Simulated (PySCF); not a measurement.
Dibenzothiophene, SMILES c1ccc2c(c1)sc1c2cccc1 (C12H8S), singlet, GFN2-xTB optimised geometry.

```
21

C      1.39     3.29     0.00
C      0.00     3.29     0.00
C     -0.71     2.10     0.00
C     -0.02     0.89     0.00
C      1.38     0.91     0.00
C      2.09     2.10     0.00
S      2.08    -0.70     0.00
C      0.48    -1.41     0.00
C      0.20    -2.77     0.00
C     -1.12    -3.17     0.00
C     -2.15    -2.23     0.00
C     -1.87    -0.88     0.00
C     -0.54    -0.45     0.00
H      1.92     4.22     0.00
H     -0.54     4.23     0.00
H     -1.79     2.10     0.00
H      3.17     2.09     0.00
H      1.01    -3.49     0.00
H     -1.36    -4.23     0.00
H     -3.17    -2.57     0.00
H     -2.67    -0.16     0.00
```

Density from PBE0/def2-SVP run with PySCF 2.14.0 at that geometry.

Minimum of the electron density along straight lines between bonded atoms, close to the bond critical point (lines longer than 1.1 times the sum of covalent radii, or with two minima, are not listed):

```json
[
 {"bond": "C1–C2", "length / Å": "1.392", "ρ at the minimum / e bohr⁻³": "0.308", "∇²ρ there / e bohr⁻⁵": "-0.78", "position (fraction from the first atom)": "0.50"},
 {"bond": "C2–C3", "length / Å": "1.380", "ρ at the minimum / e bohr⁻³": "0.314", "∇²ρ there / e bohr⁻⁵": "-0.80", "position (fraction from the first atom)": "0.50"},
 {"bond": "C3–C4", "length / Å": "1.392", "ρ at the minimum / e bohr⁻³": "0.306", "∇²ρ there / e bohr⁻⁵": "-0.77", "position (fraction from the first atom)": "0.50"},
 {"bond": "C4–C5", "length / Å": "1.405", "ρ at the minimum / e bohr⁻³": "0.302", "∇²ρ there / e bohr⁻⁵": "-0.75", "position (fraction from the first atom)": "0.49"},
 {"bond": "C1–C6", "length / Å": "1.381", "ρ at the minimum / e bohr⁻³": "0.312", "∇²ρ there / e bohr⁻⁵": "-0.79", "position (fraction from the first atom)": "0.50"},
 {"bond": "C5–C6", "length / Å": "1.385", "ρ at the minimum / e bohr⁻³": "0.310", "∇²ρ there / e bohr⁻⁵": "-0.79", "position (fraction from the first atom)": "0.51"},
 {"bond": "C5–S7", "length / Å": "1.750", "ρ at the minimum / e bohr⁻³": "0.205", "∇²ρ there / e bohr⁻⁵": "-0.43", "position (fraction from the first atom)": "0.47"},
 {"bond": "S7–C8", "length / Å": "1.750", "ρ at the minimum / e bohr⁻³": "0.205", "∇²ρ there / e bohr⁻⁵": "-0.43", "position (fraction from the first atom)": "0.53"},
 {"bond": "C8–C9", "length / Å": "1.385", "ρ at the minimum / e bohr⁻³": "0.310", "∇²ρ there / e bohr⁻⁵": "-0.79", "position (fraction from the first atom)": "0.51"},
 {"bond": "C9–C10", "length / Å": "1.381", "ρ at the minimum / e bohr⁻³": "0.312", "∇²ρ there / e bohr⁻⁵": "-0.79", "position (fraction from the first atom)": "0.50"},
 {"bond": "C10–C11", "length / Å": "1.392", "ρ at the minimum / e bohr⁻³": "0.308", "∇²ρ there / e bohr⁻⁵": "-0.78", "position (fraction from the first atom)": "0.50"},
 {"bond": "C11–C12", "length / Å": "1.380", "ρ at the minimum / e bohr⁻³": "0.314", "∇²ρ there / e bohr⁻⁵": "-0.80", "position (fraction from the first atom)": "0.50"},
 {"bond": "C4–C13", "length / Å": "1.440", "ρ at the minimum / e bohr⁻³": "0.283", "∇²ρ there / e bohr⁻⁵": "-0.69", "position (fraction from the first atom)": "0.50"},
 {"bond": "C8–C13", "length / Å": "1.405", "ρ at the minimum / e bohr⁻³": "0.302", "∇²ρ there / e bohr⁻⁵": "-0.75", "position (fraction from the first atom)": "0.51"},
 {"bond": "C12–C13", "length / Å": "1.392", "ρ at the minimum / e bohr⁻³": "0.306", "∇²ρ there / e bohr⁻⁵": "-0.77", "position (fraction from the first atom)": "0.50"},
 {"bond": "C1–H14", "length / Å": "1.080", "ρ at the minimum / e bohr⁻³": "0.284", "∇²ρ there / e bohr⁻⁵": "-1.08", "position (fraction from the first atom)": "0.63"},
 {"bond": "C2–H15", "length / Å": "1.080", "ρ at the minimum / e bohr⁻³": "0.283", "∇²ρ there / e bohr⁻⁵": "-1.08", "position (fraction from the first atom)": "0.63"},
 {"bond": "C3–H16", "length / Å": "1.080", "ρ at the minimum / e bohr⁻³": "0.283", "∇²ρ there / e bohr⁻⁵": "-1.08", "position (fraction from the first atom)": "0.63"},
 {"bond": "C6–H17", "length / Å": "1.079", "ρ at the minimum / e bohr⁻³": "0.284", "∇²ρ there / e bohr⁻⁵": "-1.08", "position (fraction from the first atom)": "0.63"},
 {"bond": "C9–H18", "length / Å": "1.079", "ρ at the minimum / e bohr⁻³": "0.284", "∇²ρ there / e bohr⁻⁵": "-1.08", "position (fraction from the first atom)": "0.63"},
 {"bond": "C10–H19", "length / Å": "1.080", "ρ at the minimum / e bohr⁻³": "0.284", "∇²ρ there / e bohr⁻⁵": "-1.08", "position (fraction from the first atom)": "0.63"},
 {"bond": "C11–H20", "length / Å": "1.080", "ρ at the minimum / e bohr⁻³": "0.283", "∇²ρ there / e bohr⁻⁵": "-1.08", "position (fraction from the first atom)": "0.63"},
 {"bond": "C12–H21", "length / Å": "1.080", "ρ at the minimum / e bohr⁻³": "0.283", "∇²ρ there / e bohr⁻⁵": "-1.08", "position (fraction from the first atom)": "0.63"}
]
```
